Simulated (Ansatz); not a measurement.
Cartesian coordinates (Å):
```xyz
8

O      1.3466    -0.2216    -0.7310
C      0.3596    -0.0985     0.2894
C     -0.8895     0.6662     0.0105
C     -0.9814    -0.6392    -0.0122
H      2.1361     0.2625    -0.4352
H      0.7883    -0.1584     1.2996
H     -1.3576     1.6317    -0.1530
H     -1.5731    -1.5271    -0.2120
```
Charge 0, multiplicity 1.

Level of theory: frozen-core CCSD(T)/cc-pVTZ // PBE-D3(BJ)/def2-TZVP in Ansatz (a quantum-chemistry and plane-wave program).

```yaml
HF energy: -190.75423 Ha
MP2 correlation energy: -0.72147 Ha
```

Estimate the CCSD correlation energy, the (T) correction, the total energy and the T1 diagnostic.


```json
{
  "CCSD correlation energy": "-0.73959 Ha",
  "(T) correction": "-0.03358 Ha",
  "CCSD(T) total energy": "-191.52741 Ha",
  "T1 diagnostic": "0.011"
}
```
